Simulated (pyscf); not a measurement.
`[OH][Al]` [singlet] + `[OH][SiH3]` → `[OH][Al]([OH])[SiH3]`, an insertion (singlet surface; O–Si broken, Al–O, Al–Si formed). Single points on ωB97X-D3(BJ)/def2-SVP structures (PySCF, gas phase). Correlated levels are frozen-core, on RHF or UHF. ΔMP2 is the change of the MP2 total energy from the triple- to the quadruple-zeta basis. Energies in eV from the separated reactants.

Small-basis levels: PySCF, no dispersion term, spherical d functions. 

### Question
In single points B3LYP/6-31G* puts the saddle at 0.40 eV and the reaction energy at -1.21 eV. Should these be trusted to within a few kcal/mol? Compare with CCSD(T)/def2-TZVPP + ΔMP2(QZVPP).

### Answer
CCSD(T)/def2-TZVPP + ΔMP2(QZVPP) gives ΔE‡ = 0.45 eV and ΔE = -1.26 eV. B3LYP/6-31G* lies 0.05 eV under it in the barrier and 0.05 eV over it in the reaction energy, so on this step it holds to within 0.13 eV. CCSD(T)/def2-TZVPP + ΔMP2(QZVPP) has limits of its own. On the reactant side the descent ends in an adduct with a Al–O contact, 0.40 eV under the separated species and 0.68 eV under the saddle at ωB97X-D3(BJ)/def2-TZVP. What is counted as formed (Al–O) is already present as a longer contact in the reactant adduct; forming that adduct is a step of its own. At ωB97X-D3(BJ)/def2-TZVP the barrier from the zero used here is 0.29 eV. HO–Al(OH)–SiH₃ lies 0.81 eV over its isomer HO–SiH₂–O–AlH₂ (electronic energy, ωB97M-D3(BJ)/def2-TZVP). One saddle was located; it need not be the lowest between these sides. The CCSD(T) − MP2 part came from Ansatz, without density fitting, on the same reference.
